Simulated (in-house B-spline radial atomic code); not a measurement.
# O: [He] 2s2 2p4

Computed with a radial B-spline atomic code at the basis-set limit: non-relativistic BHandHLYP, spin-polarised, spherical fractional occupations, exact exchange averaged over the configuration, point nucleus.

Z_r = [3n² - l(l+1)]/(2<r>); Z_e = n√(-2ε); the last column is Slater's effective charge. Values are occupation-weighted means over spin.

```tsv
shell	electrons	ε (eV)	<r> (bohr)	Z_r	Z_e	Slater
1s	2	-538.87	0.1992	7.53	6.29	7.70
2s	2	-29.079	1.144	5.24	2.92	4.55
2p	4	-13.713	1.241	4.03	2.01	4.55
```

The least bound orbital is 2p down at -11.17 eV, and it is also the most diffuse (<r> = 1.318 bohr).

The density falls to 0.001 bohr⁻³ at 3.235 bohr; Σ<r²> = 11.407 bohr² gives, by the non-relativistic formula and without the paramagnetism of open shells, a Langevin diamagnetic susceptibility of -9.034×10⁻⁶ cm³/mol.
